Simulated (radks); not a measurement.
Spherical quantum dot in the effective-mass picture: electrons in a parabolic well V = omega^2 r^2 / 2 with omega = 0.0711, with a point charge +1 (a donor) at the centre, all in effective atomic units (hartree* = m*/eps^2 hartree, bohr* = eps/m* bohr), one dielectric constant everywhere. Calculated with a radial shooting solver with Libxc functionals: non-relativistic Kohn-Sham, exchange-only LDA, spin-polarised, spherical densities. Levels are named by radial order and angular momentum (1s, 1p, 1d, 2s, ...), and open shells are averaged over m. Results are scaled to m* = 0.033 and eps = 9.7, for which hartree* = 9.544 meV and bohr* = 15.55 nm.

N = 27, configuration 1s2 1p(up 3, down 0) 1d(up 5, down 0) 2s(up 1, down 0) 1f(up 7, down 0) 2p(up 3, down 0) 1g(up 6, down 0). This is the lowest configuration that the search found (a dilute case). Occupied levels:

level,occupation,eigenvalue (meV),<r> (nm)
1s down,1,20.389,31.49
1s up,1,20.421,136.1
1p up,3,20.556,190.7
2s up,1,20.635,116.7
1d up,5,20.700,204.0
1f up,7,20.882,214.9
2p up,3,21.079,174.4
1g up,6,21.095,224.0

Energy (meV): total 321.596, kinetic 17.034, external 80.687, Hartree 249.56, exchange-correlation -25.684.

Electron density:

r (nm),n(r) (e/nm^3)
28.8,3.337e-06
59.7,4.135e-07
90.5,2.670e-07
121,2.782e-07
152,3.049e-07
183,3.646e-07
214,3.719e-07
245,2.413e-07
276,8.217e-08
307,1.372e-08
338,1.101e-09
368,4.444e-11
399,8.955e-13
